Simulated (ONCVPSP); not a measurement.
## Configuration tests for Hg (Z = 80) (ONCV)

```
Element                 : mercury (Hg)
Generator               : ONCVPSP 4.0.1
Type                    : optimised norm-conserving Vanderbilt (ONCV)
Functional              : PBEsol
Relativity              : scalar-relativistic
Frozen core             : [Kr] 4d10 4f14 5s2
Valence charge          : 18
Reference configuration : 5p6 5d10 6s1.75 6p0.25
Partial waves           : 6s: rc 2.40 bohr, ncon 4, nbas 9, qcut 2.2 1/bohr, 1 projector; 5p+6p: rc 1.50 bohr, ncon 4, nbas 7, qcut 7.9 1/bohr, 2 projectors; 5d: rc 1.45 bohr, ncon 4, nbas 9, qcut 6.2 1/bohr, 2 projectors, debl 1.9 Ha
Local potential         : polynomial inside 0.95 bohr (lpopt 5, dvloc0 1 Ha)
Core correction         : Teter function, fcfact 2.75, rcfact 1.25
```

Energies are relative to the spin-unpolarised reference configuration 5p6 5d10 6s1.75 6p0.25; without spin polarisation the order of configurations can differ from experiment. Not all tests gave a result: 1 of 4 tests not solved or not reliable.

```json
{"valence configuration": "5p6 5d10 6s2 6p0", "charge": "0", "ΔE all-electron (eV)": "-1.482", "error AE − PS (meV)": "0.0"}
{"valence configuration": "5p6 5d10 6s1 6p0", "charge": "+1", "ΔE all-electron (eV)": "9.258", "error AE − PS (meV)": "-8.1"}
{"valence configuration": "5p6 5d9 6s2 6p1", "charge": "0", "ΔE all-electron (eV)": "8.932", "error AE − PS (meV)": "-48"}
```

Note: ghosts flagged at negative energy: s at -357.2 eV, s at -15.6 eV; GHOST(+) flagged for p at 292.8 eV. A true bound ghost makes a file unfit for plane-wave use.
